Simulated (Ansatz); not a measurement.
System: NbCl, net charge 0, quintet state. The spin state was set by rule; other spins were not relaxed. 
Geometry from a B3LYP-D3(BJ)/def2-TZVP (Ansatz, a first-principles code) optimisation:
```xyz
2

Nb     0.0000     0.0000    -0.6765
Cl     0.0000     0.0000     1.6316
```
Charge 0, spin multiplicity 5.

Property: atomisation energy (electronic, to ground-state atoms), in kcal/mol. Cores are frozen in the correlated levels unless marked. Open shells are spin-unrestricted. Spin-orbit coupling is left out. The frozen core is the preceding noble-gas configuration, with the filled d and f shells of earlier blocks. Past Kr the def2 sets carry scalar-relativistic core potentials. STO-3G rows are all-electron and non-relativistic. The coupled-cluster limit lacks core correlation, which all-electron functionals hold. CBS marks a two-point X^-3 extrapolation of the correlation energy; Hartree-Fock from the larger set.

```csv
level,program,atomisation energy (kcal/mol),minus last row
SVWN5/def2-TZVPD,Ansatz,120.6,14.3
BLYP-D3(BJ)/def2-TZVPD,Ansatz + dftd3,107.0,0.7
BLYP/def2-TZVPD,Ansatz,104.3,-2.0
PBE0/def2-QZVPP,Ansatz,103.7,-2.6
LC-wPBE/def2-TZVPD,Ansatz,103.5,-2.8
RI-MP2/def2-QZVPPD,Ansatz,107.1,0.8
CCSD/def2-SVP,Ansatz,94.4,-11.9
CCSD(T)/STO-3G,Ansatz,124.8,18.5
"CCSD(T)/CBS(def2-TZVPP,def2-QZVPP)",Ansatz,106.4,0.1
"CCSD(T)/CBS(def2-TZVPPD,def2-QZVPPD)",Ansatz,106.3,0.0
```
